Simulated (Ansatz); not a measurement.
Basis sets compared for HfZrO₄ (the lowest singlet isomer of a short search). Total charge 0; singlet. Geometry PBE0-D4/def2-SVP. Ansatz on 4 threads of Arm Neoverse V1 on a shared host; times are rough, and most runs start from earlier orbitals.

| atom | x (Å) | y (Å) | z (Å) |
| --- | --- | --- | --- |
| Hf1 | 1.489 | -0.012 | -0.562 |
| Zr2 | -1.009 | -0.809 | 0.878 |
| O3 | 0.690 | 0.155 | 1.239 |
| O4 | -2.383 | 0.269 | 0.747 |
| O5 | -0.115 | -1.126 | -0.868 |
| O6 | 1.327 | 1.522 | -1.433 |

In the def2 sets Hf, Zr take a core potential; there is no spin–orbit coupling. The structure comes from a short search, and lower isomers may exist.

Binding counts from free atoms (Hf triplet, Zr triplet, O triplet) in the same basis, without a counterpoise term.

| level | functions | energy (Eh) | HOMO (eV) | LUMO (eV) | binding per atom (eV) | wall time |
| --- | --- | --- | --- | --- | --- | --- |
| PBE-D4/def2-SVP | 119 | -395.7502 | -5.70 | -3.29 | – | 1.6 s |
| PBE-D4/def2-TZVP | 204 | -396.1314 | -5.75 | -3.41 | – | 2.5 s |
| r2SCAN-D4/def2-TZVP | 204 | -396.2909 | -5.99 | -3.01 | – | 5.5 s |
| PBE0-D4/def2-SVP | 119 | -395.6433 | -7.18 | -2.71 | 5.61 | 1.9 s |
| PBE0-D4/def2-TZVP | 204 | -396.0279 | -7.21 | -2.80 | 5.57 | 3.9 s |

(1) Estimate the rows for PBE-D4/def2-TZVPD, r2SCAN-D4/def2-TZVPD, PBE0-D4/def2-TZVPD.

## Answers

(1) 
| level | functions | energy (Eh) | HOMO (eV) | LUMO (eV) | binding per atom (eV) | wall time |
| --- | --- | --- | --- | --- | --- | --- |
| PBE-D4/def2-TZVPD | 243 | -396.1348 | -5.82 | -3.44 | – | 3.6 s |
| r2SCAN-D4/def2-TZVPD | 243 | -396.2941 | -6.04 | -3.03 | – | 7 s |
| PBE0-D4/def2-TZVPD | 243 | -396.0313 | -7.26 | -2.82 | 5.58 | 4.7 s |
